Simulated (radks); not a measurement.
The numbers below are computed, except where a source is named.
Task: The krypton ion Kr2+, 34 electrons, occupied as [Ar] 3d10 4p4 4d2 (not the ground configuration). Code: a radial shooting solver on a logarithmic mesh with Libxc functionals. Model: Dirac Kohn-Sham, BP86, spin-unpolarised, spherical densities, finite nucleus; open shells fill j = l - 1/2 first; Fermi nuclear charge, rms radius 4.1884 fm. Some entries of the table are withheld. Estimate them.

| orbital | occ. | eigenvalue (Ry) | <r^2> (bohr^2) | r(max) (bohr) |
|---|---|---|---|---|
| 1s1/2 | 2 | -1043.235 | 0.002318 | 0.02707 |
| 2s1/2 | 2 | -139.6393 | 0.03964 | 0.1543 |
| 2p1/2 | 2 | -126.4548 | 0.03038 | 0.1211 |
| 2p3/2 | 4 | -122.4948 | 0.03181 | 0.1244 |
| 3s1/2 | 2 | -22.00726 | 0.3225 | 0.4670 |
| 3p1/2 | 2 | -17.34855 | (1) | 0.4572 |
| 3p3/2 | 4 | -16.76488 | (2) | 0.4660 |
| 3d3/2 | 4 | -8.63918 | 0.3713 | 0.4092 |
| 3d5/2 | 6 | -8.54268 | 0.3763 | 0.4119 |
| 4s1/2 | 0 | -3.84485 | (3) | 1.291 |
| 4p1/2 | 2 | -2.72118 | 3.081 | (4) |
| 4p3/2 | 2 | -2.65423 | 3.186 | (5) |
| 4d3/2 | 2 | -1.14171 | 6.801 | 1.983 |
| 4d5/2 | 0 | -1.13592 | 6.861 | 1.993 |
| 5p1/2 | 0 | -0.79109 | 19.35 | 3.793 |
| 5p3/2 | 0 | -0.77883 | 19.87 | 3.845 |

Result: 
(1) 3p1/2 <r^2> (bohr^2): 0.3319
(2) 3p3/2 <r^2> (bohr^2): 0.3447
(3) 4s1/2 <r^2> (bohr^2): 2.407
(4) 4p1/2 r(max) (bohr): 1.423
(5) 4p3/2 r(max) (bohr): 1.448
